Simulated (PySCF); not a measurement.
Structure problem from calculated spectra and properties.

Formula: C4H4BF3O3.

| Quantity | Value |
| --- | --- |
| Triplet | lowest triplet excitation (Tamm–Dancoff): 2.81 eV [TDA PBE0/def2-SVPD] |
| Polarisability | 77.1 au [PBE0/def2-SVPD] |
| Couplings | largest of the computed one-bond spin–spin couplings (means over like bonds): 19F–13C -347.9 (×3), 13C–1H +193.0, 13C–1H +189.6, 11B–1H +145.5 (×2), 17O–11B +13.3, 17O–11B +10.7 Hz [B3LYP/pcJ-1, spin–dipole term left out for some pairs] |
| 13C NMR | chemical shifts (computed TMS as zero) by class: 186.3 (1 C), 174.0 (1 C), 125.4 (1 C), 85.4 (1 C) ppm [GIAO PBE0/pcSseg-1] |
| Rotational structure | rotational constants A, B, C: 2.815, 0.675, 0.605 GHz [PBE0-D3(BJ)/def2-SVP] |
| Dipole | 3.77 D [PBE0/def2-SVPD] |
| 1H NMR | chemical shifts (computed TMS as zero) by class: 7.58 (1 H), 4.78 (1 H), 4.27 (2 H) ppm [GIAO PBE0/pcSseg-1] |
| UV, strongest line | among the 10 lowest singlet transitions: S3 at 6.08 eV (204 nm, f = 0.270) [TDDFT PBE0/def2-SVPD] |
| UV, first state | lowest singlet excitation: 3.73 eV (332 nm, f = 0.038) [TDDFT PBE0/def2-SVPD] |

Gas-phase values; electronic properties from PySCF, density fitting. Levels stand in brackets. Isolated species at its PBE0-D3(BJ)/def2-SVP geometry (one conformer only). NMR classes are plain means over equivalent atoms (diastereotopic ones count apart unless rotation or inversion swaps them), as if these changed places fast.

**Question.** What is the compound? Reason from the data.

**Answer.** Numbering: `[F:1][C:2]([F:3])([F:4])[O:5][C:6]1=[O+:7][BH2-:8][O:9][CH:10]=[CH:11]1`. 4 carbons fall into 4 classes; from least to most shielded: vinylic carbon bearing oxygen [C10] (186.3 ppm), carbon bonded to C and 2 O [C6] (174.0 ppm), CF3 carbon [C2] (125.4 ppm), alkene CH carbon [C11] (85.4 ppm). Hydrogen classes from least to most shielded: 1 H on a vinylic carbon bearing oxygen, C10 (7.58 ppm), 1 H on an alkene CH carbon, C11 (4.78 ppm), 2 H on a four-coordinate boron, B8 (4.27 ppm). The couplings run between: -347.9 Hz, fluorine of a CF3 group [F1] and CF3 carbon [C2] (with 2 like pairs); +193.0 Hz, vinylic carbon bearing oxygen [C10] and its hydrogen; +189.6 Hz, alkene CH carbon [C11] and its hydrogen; +145.5 Hz, four-coordinate boron [B8] and its hydrogen (with 1 like pair); +13.3 Hz, oxygen bonded to B and C [O7] and four-coordinate boron [B8]; +10.7 Hz, boron-bound oxygen [O9] and four-coordinate boron [B8]. S1 is mainly HOMO→LUMO (weight 0.98); the largest Löwdin shares of the orbital it empties are 0.20 on the alkene CH carbon, 0.17 on the boron-bound oxygen, 0.16 on the four-coordinate boron and 0.12 on the oxygen bonded to B and C, of the orbital it fills 0.27 on the vinylic carbon bearing oxygen, 0.23 on the carbon bonded to C and 2 O, 0.15 on the boron-bound oxygen and 0.13 on the oxygen bonded to B and C. By its constants the optimised geometry is an asymmetric top. Structure: `FC(F)(F)OC1=[O+][BH2-]OC=C1`. The assignments are read from this structure; whether some other isomer fits the data as well wasn't checked.

The values belong to the conformer `[F:1][C:2]([F:3])([F:4])[O:5][C:6]1=[O+:7][BH2-:8][O:9][CH:10]=[CH:11]1`: F1–C2–O5–C6 63°, C2–O5–C6–O7 -3°.
